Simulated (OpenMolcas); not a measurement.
**V2+: ligand-field states by method**

V2+ with 6 ligands (fluoride) in octahedral coordination (Oh) at 2.15 Å. A charge of +0.667 e stands 2.6 Å behind each ligand. Ligand basis ANO-RCC-VDZP.

* Program: OpenMolcas
* Basis: ANO-RCC-VTZP [6s5p3d2f1g]
* Scalar Hamiltonian: DKH2, point nucleus
* Active space: 3 electrons in 5 orbitals (3d)
* State averaging: 2S+1 = 4 even, 10 roots; 2S+1 = 2 even, 40 roots
* Spin-orbit coupling: state interaction with AMFI integrals over the reference wave functions

I. CASSCF
II. SS-CASPT2, IPEA 0.25 Eh, imaginary shift 0.1 Eh (closed shells correlated: 3s 3p and the ligand valence shells)

Spin-free states (labels of O, the rotations of Oh) in cm-1, each column counted from its own energy of the first state listed:

```tsv
State	Degeneracy	I	II
4A2	1	0	0
4T2	3	8177	8600
4T1	3	13813	13150
2E	2	16675	13020
2T1	3	17487	13810
2T2	3	22435	17580
2A1	1	22493	18380
4T1	3	25281	22110
2T2	3	25408	22000
2T1	3	26142	22630
2E	2	27942	23400
2T1	3	30902	26470
2T1	3	34355	32060
2T2	3	35101	31720
2E	2	40782	38030
2A2	1	41195	34170
2T2	3	42046	35050
2T1	3	45922	40000
2E	2	62212	51780
2T2	3	64893	56150
```

From I to II, I's first state of the same spin (4T2) moves from 8177 to 8600 cm-1, by about +430 cm-1.

From I to II, I's first state of another spin (2E) moves from 16675 to 13020 cm-1, by about -3700 cm-1.

I: A least-squares ligand-field fit to the states below 45000 cm-1, each weighted by its degeneracy and with a free common offset, gives 10Dq = 8549 cm-1, B = 934 cm-1 and C = 3561 cm-1 (C/B = 3.81), with an rms deviation of 139 cm-1. The same method and metal basis give the free ion B = 959 cm-1 (fit to its terms below 60000 cm-1, rms deviation 74 cm-1), so the nephelauxetic ratio is β = 934 / 959 = 0.97; it hangs on how both fits weigh the states, and computed free-ion B values tend to be too large, so β mixes covalency with correlation.

χT at 300 K: I 1.85, II 1.85 cm3 K/mol.

Roots that are degenerate in the reference are averaged as groups; the widest CASPT2 spread within a group is 610 cm-1 (the 3-fold group of multiplicity 2 near 31700 cm-1 above the lowest state of its run, II). Shifts and gaps below about the spread of the groups concerned are not significant. Over all roots computed the reference weight is 0.70 to 0.71 in II; a low but even weight reflects the number of correlated electrons. Ligand-to-metal charge-transfer states are missing. With no ligand orbital active B as a rule stays too high, so bands that hang on it stand too high and its fall with covalency is understated. Without dynamic correlation the repulsion within the d shell is too large (B by tens of per cent), so at a given field states of lower spin stand too high (holds for I). With metal d orbitals alone and no dynamic correlation the field as a rule comes out too small, by tens of per cent, by up to half for chloride and softer ligands (holds for I). These CASPT2 states fit no ligand-field parameters well, so their order and spin gaps are uncertain (holds for II). With one d shell and no ligand orbital active, 10Dq can be off by tens of per cent for divalent 3d ions, low with halides held by bare charges and at times high in hosts (holds for II). Free-ion shares, where given, are those of the reference states; single-state CASPT2 does not remix them (holds for II). The distance lies 2 % over the 2.1 Å that this model takes as the normal distance (a Shannon-type radius plus a fixed donor radius); by an R⁻⁵ law this alone changes a d-shell field by about -11 %. No measured value stands beside these numbers; the geometry is a model, was not optimised and need not be the one that this ion takes.
